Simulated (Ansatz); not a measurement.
Consider the redistribution: `B[SiH](F)F` + `B[SiH](C)B[SiH3]` → `B[SiH](B)F` + `C[SiH](F)B[SiH3]`.

Program: Ansatz. Geometries: PBE0-D4/def2-TZVP. ΔE: electronic, gas phase. CBS: MP2 limit from def2 TZ/QZ plus the TZ coupled-cluster correction, frozen cores. DFT in def2-TZVPP. B3LYP here is the variant with VWN-RPA as its local correlation; programs differ in this. One conformer a species, not always the lowest.

`B[SiH](F)F`:

Z-matrix (Å, degrees):
```
Si
F 1 1.594
F 1 1.594 2 106.1
B 1 2.012 2 111.5 3 121.5
H 1 1.486 2 107.5 3 -114.7
H 4 1.194 1 120.9 2 -150.9
H 4 1.194 1 120.9 2 32.7
```

`B[SiH](C)B[SiH3]`:

```xyz
15

B     0.607   -0.612   -2.166
Si    0.931   -0.722   -0.189
C    -0.227   -1.879    0.736
B     0.693    1.223    0.238
Si   -1.019    1.986    0.948
H     1.466   -0.228   -2.903
H    -0.465   -0.861   -2.638
H     2.358   -1.094    0.061
H    -1.268   -1.615    0.536
H    -0.066   -1.821    1.815
H    -0.076   -2.916    0.428
H     1.571    1.975   -0.076
H    -1.790    1.043    1.806
H    -0.873    3.274    1.680
H    -1.841    2.245   -0.277
```

`B[SiH](B)F`:

Z-matrix (Å, degrees):
```
Si
B 1 2.000
F 1 1.612 2 113.1
B 1 2.000 2 108.9 3 126.7
H 1 1.497 2 107.3 3 -117.5
H 2 1.195 1 123.4 3 -8.0
H 2 1.196 1 118.3 3 173.2
H 4 1.195 1 123.4 2 -118.7
H 4 1.196 1 118.3 2 60.1
```

`C[SiH](F)B[SiH3]`:

Z-matrix (Å, degrees):
```
C
Si 1 1.866
H 1 1.093 2 110.1
H 1 1.092 2 111.5 3 -120.1
H 1 1.093 2 110.3 3 119.5
F 2 1.612 1 107.9 3 55.4
B 2 2.001 1 111.8 3 178.2
H 2 1.493 1 110.2 3 -60.0
Si 7 2.004 2 124.2 1 -120.2
H 7 1.199 2 116.4 1 63.2
H 9 1.496 7 104.2 2 -81.6
H 9 1.488 7 114.8 2 160.5
H 9 1.488 7 112.9 2 35.1
```

```
             level  ΔE (kJ/mol)  difference from CCSD(T)/CBS
            PBE-D4         10.0                         -3.7
         r2SCAN-D4         10.1                         -3.6
           PBE0-D4         11.0                         -2.7
          B3LYP-D4          8.9                         -4.8
           ωB97X-V          8.6                         -5.1
           ωB97M-V          9.9                         -3.8
            B2PLYP          9.6                         -4.1
               PBE          7.5                         -6.2
            r2SCAN          9.2                         -4.5
              PBE0          8.6                         -5.1
             B3LYP          5.0                         -8.7
     HF/def2-TZVPP          5.1                         -8.6
    MP2/def2-TZVPP         16.8                          3.1
SCS-MP2/def2-TZVPP         14.2                          0.5
   CCSD/def2-TZVPP         13.0                         -0.7
CCSD(T)/def2-TZVPP         15.1                          1.4
     HF/def2-QZVPP          5.5                         -8.2
    MP2/def2-QZVPP         16.2                          2.5
SCS-MP2/def2-QZVPP         13.6                         -0.1
      HF/CBS(def2)          5.6                         -8.1
     MP2/CBS(def2)         15.4                          1.7
    CCSD/CBS(def2)         11.7                         -2.0
       CCSD(T)/CBS         13.7                            0
```

Largest T1 diagnostic among the species: 0.015.

The D4 term adds +3.9 kJ/mol with B3LYP and +2.4 kJ/mol with PBE0; it sums over pairs of atoms, weighted by their polarisabilities, and B3LYP, whose exchange is more repulsive, gets the larger term. In def2-TZVPP, CCSD(T) changes the Hartree–Fock value by +10.0 kJ/mol (the triples alone add +2.0 kJ/mol) and MP2 by +11.7 kJ/mol.
